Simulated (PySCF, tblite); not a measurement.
**Question.** Give a GFN2-xTB geometry of `C([C@@H]([C@@H](CC)C)Cl)(C)C`.

**Answer.** 
```xyz
26
C8H17Cl angstrom
C      2.7446   -1.2602   -0.0302
C      1.4653   -0.6506   -0.5915
C      0.8257    0.3793    0.3468
C      1.7349    1.5916    0.5545
C     -0.5506    0.8416   -0.1507
Cl    -0.3519    1.6483   -1.7428
C     -1.6339   -0.2354   -0.2925
C     -2.9779    0.4155   -0.6218
C     -1.7726   -1.0602    0.9873
H      3.0942   -2.0547   -0.6854
H      2.5680   -1.6836    0.9568
H      3.5344   -0.5187    0.0477
H      1.6809   -0.1749   -1.5494
H      0.7528   -1.4570   -0.7734
H      0.6658   -0.0888    1.3241
H      1.9893    2.0469   -0.3992
H      2.6527    1.2994    1.0562
H      1.2374    2.3386    1.1700
H     -0.9199    1.6256    0.5188
H     -1.3641   -0.9006   -1.1187
H     -3.7354   -0.3485   -0.7789
H     -2.9069    1.0170   -1.5239
H     -3.2992    1.0559    0.1976
H     -2.6331   -1.7194    0.9025
H     -1.9258   -0.4086    1.8451
H     -0.8959   -1.6757    1.1667
```

Orientation and origin are arbitrary. Atoms count from 1 in this order. Of the pairs four or more bonds apart, Cl6···H22 is among the closest relative to their van der Waals radii: 2.64 Å, 90 % of the sum of Bondi's values.

Bonds between heavy atoms (Å): C1–C2 1.524, C2–C3 1.533, C3–C4 1.530, C3–C5 1.535, C5–Cl6 1.796, C5–C7 1.534, C7–C8 1.529, C7–C9 1.529.

The geometry is computed with GFN2-xTB (gas phase).

Point group: C1 (no symmetry element, even within 0.4 Å). Its GFN2-xTB frequencies are all real (lowest 45 cm⁻¹). One conformer, not necessarily the lowest (C1–C2–C3–C4 64°, C2–C3–C5–Cl6 -62°, C3–C5–C7–C8 173°). 3 starts were optimised and ended at 0.00, 2.45 and 3.30 kcal/mol (GFN2-xTB); the lowest of these is shown.
